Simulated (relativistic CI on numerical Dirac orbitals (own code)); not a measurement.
## Radial parameters of Co2+

These numbers are calculated, not measured: Dirac-Coulomb-Breit CI, separate exchange-only KLI orbitals for each configuration, model QED (radiative potential, 1s self-energy scaled to tabulated hydrogen-like ionisation energies), valence Slater integrals scaled by 0.85, P86 correlation energy added to each configuration (own radial code, finite nucleus).

Slater integrals F^k, G^k are unscaled and averaged over j, outside the closed core [Ar]; ζ comes from projecting the Hamiltonian with its Breit term on Σ l·s of the shell.

- 3d7: F^2(3d,3d) = 93085, F^4(3d,3d) = 57778, ζ(3d) = 509.27 cm⁻¹; <r>(3d) = 1.005, <r^2>(3d) = 1.296 (bohr units).
- 3d6.4s: F^2(3d,3d) = 99283, F^4(3d,3d) = 61894, ζ(3d) = 568.18, G^2(3d,4s) = 12216 cm⁻¹; <r>(3d) = 0.9514, <r^2>(3d) = 1.15, <r>(4s) = 2.349, <r^2>(4s) = 6.269 (bohr units).
- 3d6.4p: F^2(3d,3d) = 99977, F^4(3d,3d) = 62365, ζ(3d) = 574.46, F^2(3d,4p) = 20165, G^1(3d,4p) = 7984.7, G^3(3d,4p) = 6866.8, ζ(4p) = 668.99 cm⁻¹; <r>(3d) = 0.9458, <r^2>(3d) = 1.133, <r>(4p) = 2.807, <r^2>(4p) = 8.979 (bohr units).

(1) Give the Racah parameters of the d shell in 3d7.

In this model ζ of a weakly bound d, f or g electron outside closed shells comes out too small, for d by up to a factor of two or three and at times with the wrong sign; that of an outer p electron is too small as well.

Correlation outside the listed configurations is missing or only estimated: errors of thousands of cm⁻¹ between configurations and terms are usual at this charge. Rates and lifetimes follow the computed energies and can be off by large factors. The fine structure of a lone outer electron comes out too small, for d and f at times inverted, and misplaced configurations move strength between like terms. 61 of the 61 excited levels that our extract of the measured tables holds in this range could be paired (the sources list more); they are missed by 2284 cm⁻¹ on average and 4829 at most, and levels without a partner can miss by more.

Averages of the first 10 configurations, taken without configuration mixing, which lowers the lowest level and can move excited configurations by several eV; other configurations of the list can lie among them:

| Configuration | Parity | States | Average energy above the lowest level (eV) |
| --- | --- | --- | --- |
| 3d7 | even | 120 | 2.7 |
| 3d6.4s | even | 420 | 10.1 |
| 3d6.4p | odd | 1260 | 16.6 |
| 3d5.4s2 | even | 252 | 23.2 |
| 3d6.5s | even | 420 | 24.6 |
| 3d6.4d | even | 2100 | 24.6 |
| 3d6.5p | odd | 1260 | 26.8 |
| 3d5.4s.4p | odd | 3024 | 29.2 |
| 3d6.4f | odd | 2940 | 29.4 |
| 3d6.5d | even | 2100 | 29.9 |

## Answers

(1) B = F²/49 − 5F⁴/441 = 1245 cm⁻¹ and C = 35F⁴/441 = 4586 cm⁻¹; values fitted to spectra at such low charge are typically 15 to 30 % smaller.
